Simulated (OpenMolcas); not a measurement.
**What dynamic correlation does to the levels of Mo V**

```yaml
Program: OpenMolcas 26.06
Basis: ANO-RCC-VTZP [7s6p4d2f1g]
Scalar_Hamiltonian: DKH2, point nucleus
Active_space: 8 electrons in 8 orbitals (RAS1 4p, at most 2 holes; RAS2 4d)
State_averaging: 2S+1 = 3 even, 10 roots; 2S+1 = 1 even, 15 roots
Spin-orbit_coupling: RASSI with atomic mean-field integrals over the reference wave functions, term energies averaged over their components
```

Methods on the same reference wave functions:
A. RASSCF
B. SS-RASPT2, IPEA 0.25 Eh, imaginary shift 0.1 Eh (closed shells correlated: 4s)

Energies in cm⁻¹ above 4d² ³F₂, the measured ground level; measured values from Sugar and Musgrove, J. Phys. Chem. Ref. Data 17, 155 (1988).

| Level | A | B | Measured |
| --- | --- | --- | --- |
| 4d² ³F₂ | 0.0 | 0.0 | 0.0 |
| 4d² ³F₃ | 1598 | 1629 | 1578 |
| 4d² ³F₄ | 3444 | 3460 | 3357 |
| 4d² ¹D₂ | 11987 | 10210 | 10190 |
| 4d² ³P₀ | 13209 | 11520 | 11161 |
| 4d² ³P₁ | 13867 | 12190 | 11807 |
| 4d² ³P₂ | 15454 | 13750 | 13408 |
| 4d² ¹G₄ | 19921 | 16590 | 16354 |
| 4d² ¹S₀ | 41007 | 37620 | 37738 |

Deviations, from unrounded energies. A percentage is the sum of absolute deviations over the sum of measured energies, with the sign that they share, or ± where signs differ.

```tsv
Against measurement	Levels	A	B
mean absolute deviation (cm-1)	8	1900	200
fine structure of the ground term (%)	2	+2.2	+3.1
other terms of the ground configuration (%)	6	+14.7	±1.4
```

B lies closest to measurement on these levels. The largest miss of B in the table is 4d² ³P₁, by +380 cm-1. The ranking rests on the paired levels alone, and a cruder setting can come out closer through cancelling errors.

From A to B the spin-free energies of the other terms of 4d² shown, above ³F, scale by factors of 0.81 to 0.91, as is usual when dynamic correlation screens the repulsion within a d or f shell.

The lowest spin-free term lies below A's lowest term by 0.205 hartree in B.

CASPT2 breaks the degeneracy within a term, and the mean is taken; among the terms shown or strongly mixed into the levels shown the widest spread is 450 cm-1 (4d² ¹G, B). Active for correlation alone: 4p; no level in the range computed is led by a configuration that opens it, so any true level of that kind is missing. Without dynamic correlation excited terms often stand tens of per cent too high (terms of higher spin than the ground term too low), and those without a measured partner can miss by more than the paired ones (holds for A). Computed and measured levels are paired by configuration, term and J; levels that our copy of the source lacks, or whose pairing is in doubt (as where it misses far off the trend of its configuration), stay unpaired and out of the deviations. Levels of configurations outside the active space are missing.
